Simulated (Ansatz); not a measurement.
`Cl[SiH2][ZnH]` at its PBE0-D4/def2-TZVP geometry, where that method's forces vanish. Charge 0, multiplicity 1.

```xyz
6

Cl    1.4777    1.2565   -1.2751
Si    0.5024   -0.3699   -0.4148
Zn   -1.2158    0.4600    1.0163
H     0.0114   -1.2063   -1.5446
H     1.5524   -1.1663    0.2783
H    -2.3281    1.0260    1.9399
```

Q: What forces (eV/Å) does ωB97M-V/def2-TZVPP give on these atoms in the Gaussian-basis code of Ansatz? (Best estimate.)

A: The calculation gave: 
```
Cl1  0.028  0.048 -0.025
Si2 -0.070 -0.188  0.061
Zn3 -0.001  0.004  0.000
H4   0.060  0.098  0.134
H5  -0.125  0.093 -0.083
H6   0.108 -0.055 -0.088
```
